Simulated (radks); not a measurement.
Values are calculated unless marked as measured or tabulated.
Question: Neutral gold, [Xe] 4f14 5d10 6s1. Code: a radial shooting solver on a logarithmic mesh with Libxc functionals. Model: non-relativistic Kohn-Sham, exchange-only LDA, spin-polarised, spherical densities, point nucleus. Every spin shell is full or empty, so the densities are truly spherical. Functionals are evaluated on that one density, not self-consistently. Rank these exchange functionals by their error against the exact value of the orbitals, and give that value: LDA, PBE, revPBE, RPBE, PW86, AM05, B86b, SCAN, MS2, TASK, MVS.

Answer: Exact: -337.881 hartree. From best to worst, with 100 (|E| - |E exact|)/|E exact| (equal figures are ties): B86b +0.05, SCAN +0.09, MVS +0.10, RPBE -0.18, revPBE -0.21, PBE -0.30, PW86 -0.34, MS2 -0.63, TASK -1.81, AM05 -3.58, LDA -3.77.
